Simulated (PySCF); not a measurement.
C4H12OSi, SMILES CC[Si@H](C)OC.

Geometry optimised at ωB97X-D3(BJ)/def2-SVP. The structure was generated by enumeration; whether it is a known compound was not checked. Other conformers were not sampled.

Two levels are set side by side: PBE/def2-TZVP (PySCF) and PBE0/def2-TZVP (PySCF). Same geometry, gas phase. Differences are taken from unrounded values.

| quantity | PBE0 | PBE | PBE minus PBE0 |
|---|---|---|---|
| orbital gap (eV) | 8.56 | 6.33 | -2.23 |
| highest occupied level (eV) | -7.58 | -6.14 | 1.44 |
| lowest empty level (eV) | 0.98 | 0.19 | -0.79 |
| dipole moment (D) | 1.60 | 1.54 | -0.06 |

Without exact exchange PBE keeps part of each electron's self-repulsion, which lifts occupied levels and narrows the gap. Differences between two approximate levels are no errors against the true value.

Rough cost on one machine, each run with all the roots and properties that it gave: PBE0 against PBE within a factor of 2.
